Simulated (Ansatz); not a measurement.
Reaction (cleavage of the Si–Si bond): `O[Si]([SiH3])([SiH3])Cl` + CH₃OH → `CO[Si](O)([SiH3])Cl` + SiH₄

Calculated with Ansatz (gas phase, PBE0-D4/def2-TZVP geometries, no zero-point term in ΔE). CCSD(T)/CBS is the MP2 limit (def2-TZVPP, def2-QZVPP) plus CCSD(T) − MP2 in def2-TZVPP, frozen cores. This one scheme is used for every species. Functionals use def2-TZVPP. B3LYP here is the variant with VWN-RPA as its local correlation; programs differ in this. Each species was taken in one conformer, which may not be the lowest.

`O[Si]([SiH3])([SiH3])Cl`:

Z-matrix (Å, degrees):
```
Si
Si 1 2.347
Si 1 2.339 2 115.6
O 1 1.646 2 112.2 3 122.4
Cl 1 2.079 2 104.9 3 -118.4
H 2 1.486 1 109.8 3 62.2
H 2 1.488 1 110.5 3 -58.3
H 2 1.489 1 109.3 3 -178.0
H 3 1.486 1 110.1 2 -175.5
H 3 1.487 1 108.3 2 -55.7
H 3 1.487 1 110.2 2 63.4
H 4 0.960 1 118.0 2 54.5
```

CH₃OH:

```xyz
6

C     0.185    0.190   -0.238
O    -0.548   -0.906    0.259
H     0.465   -0.051   -1.264
H     1.106    0.370    0.332
H    -0.404    1.115   -0.253
H    -0.803   -0.717    1.164
```

`CO[Si](O)([SiH3])Cl`:

Z-matrix (Å, degrees):
```
C
O 1 1.412
H 1 1.094 2 111.1
H 1 1.095 2 111.3 3 -121.4
H 1 1.090 2 107.9 3 119.5
Si 2 1.630 1 126.5 3 56.6
Si 6 2.333 2 114.6 1 70.1
O 6 1.626 2 108.2 1 -169.0
Cl 6 2.073 2 107.1 1 -49.9
H 7 1.486 6 110.5 2 63.5
H 7 1.485 6 110.1 2 -175.2
H 7 1.488 6 108.6 2 -55.9
H 8 0.960 6 118.3 2 52.9
```

SiH₄:

Cartesian coordinates in Å:
```
Si 0.000 0.000 0.000
H 0.112 -0.714 1.297
H -1.401 0.450 -0.198
H 0.386 -0.915 -1.103
H 0.902 1.179 0.004
```

| level | ΔE (kJ/mol) | difference from CCSD(T)/CBS |
| --- | --- | --- |
| PBE-D4 | -98.7 | 22.8 |
| r2SCAN-D4 | -118.9 | 2.6 |
| PBE0-D4 | -105.5 | 16.0 |
| r2SCAN | -118.5 | 3.0 |
| PBE0 | -105.0 | 16.5 |
| B3LYP | -120.8 | 0.7 |
| CCSD/def2-TZVPP | -126.7 | -5.2 |
| MP2/def2-QZVPP | -129.2 | -7.7 |
| SCS-MP2/def2-QZVPP | -131.1 | -9.6 |
| CCSD/CBS(def2) | -123.5 | -2.0 |
| CCSD(T)/CBS | -121.5 | 0 |

Largest T1 diagnostic among the species: 0.013.

From PBE to PBE0 (25 % exact exchange), in def2-TZVPP and without D4, ΔE moves by −7.2 kJ/mol. In def2-TZVPP, CCSD(T) changes the Hartree–Fock value by +17.3 kJ/mol (the triples alone add +2.0 kJ/mol) and MP2 by +11.4 kJ/mol.
